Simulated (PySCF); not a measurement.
Two-component Hartree-Fock for Pt²⁺ (platinum, charge +2)

Start: [Xe] 4f14 5d7 6s1; 5d3/2 filled at m_j = +1/2, +3/2; 5d5/2 filled at m_j = -3/2, -1/2, +1/2, +3/2, +5/2; 6s1/2 filled at m_j = +1/2. Calculated with PySCF 2.14 in x2c-SVPall-2c with one added diffuse shell each of s, d type (8s9p10d2f, 99 functions): generalised Hartree-Fock with the X2C-1e Hamiltonian and a Gaussian nucleus; one run each with spin-orbit coupling (SO) switched off, then screened by Boettger's factors. This is a chosen level, not necessarily the ground level.

| spinor shell | electrons | ε, spin-free (eV) | ε, screened SO (eV) | weight of nominal j (screened SO) | rms radius, screened SO (bohr) |
| --- | --- | --- | --- | --- | --- |
| 1s1/2 | 2 | -78852.3 | -78823.5 | 1.000 | 0.0194 |
| 2s1/2 | 2 | -14023.7 | -14014.6 | 1.000 | 0.0782 |
| 2p1/2 | 2 | -12168.0 | -13411.1 | 1.000 | 0.0663 |
| 2p3/2 | 4 | -12168.0 | -11676.1 | 1.000 | 0.0741 |
| 3s1/2 | 2 | -3381.2 | -3378.0 | 1.000 | 0.200 |
| 3p1/2 | 2 | -2832.0 | -3107.9 | 1.000 | 0.191 |
| 3p3/2 | 4 | -2832.0 | -2720.3 | 1.000 | 0.207 |
| 3d3/2 | 4 | -2227.0 | -2274.3 | 1.000 | 0.183 |
| 3d5/2 | 6 | -2227.0 | -2192.2 | 1.000 | 0.186 |
| 4s1/2 | 2 | -782.62 | -781.49 | 1.000 | 0.441 |
| 4p1/2 | 2 | -599.34 | -665.56 | 1.000 | 0.447 |
| 4p3/2 | 4 | -599.34 | -572.09 | 1.000 | 0.480 |
| 4d3/2 | 4 | -371.81 | -381.70 | 1.000 | 0.497 |
| 4d5/2 | 6 | -371.81 | -363.90 | 1.000 | 0.507 |
| 5s1/2 | 2 | -145.14 | -144.83 | 1.000 | 1.02 |
| 4f5/2 | 6 | -116.96 | -118.40 | 0.995 | 0.564 |
| 5p1/2 | 2 | -93.848 | -105.81 | 0.983 | 1.16 |
| 5p3/2 | 4 | -93.848 | -88.492 | 0.992 | 1.19 |
| 5d3/2 | 2 | -35.759 | -36.696 | 0.596 | 1.61 |
| 5d5/2 | 5 | -35.759 | -35.416 | 0.485 | 1.62 |
| 6s1/2 | 1 | -26.962 | -26.883 | 0.999 | 2.66 |

Question: Where does 4f7/2 lie, and what is the 4f spin-orbit splitting (screened SO)?

Answer: At -114.77 eV, 3.622 eV above 4f5/2.

| quantity | spin-free | screened SO |
| --- | --- | --- |
| E (hartree) | -18397.71543 | -18424.49366 |
| M_J | 5 | 5 |
| ⟨J²⟩ | 30.005 | 30.008 |
| ⟨L²⟩ | 12.004 | 13.008 |
| ⟨S²⟩ | 6.001 | 5.698 |

Each row is a mean over spinors that exchange with the open shell spreads, by up to 8.220 eV (5p3/2).

Rows whose weight is well below 1 are mixtures of j = l ± 1/2: exchange outweighs spin-orbit coupling there, and the label is only the starting occupation.

Breit and QED terms are absent; they matter most for the inner s and p1/2 levels.

Densities and radii are taken from the X2C orbitals without a picture-change correction, which distorts them close to the nucleus.

Without spin-orbit coupling the j labels of p, d and f shells carry no meaning; the spin-free column gives the mean over the occupied spinors of each nl shell.
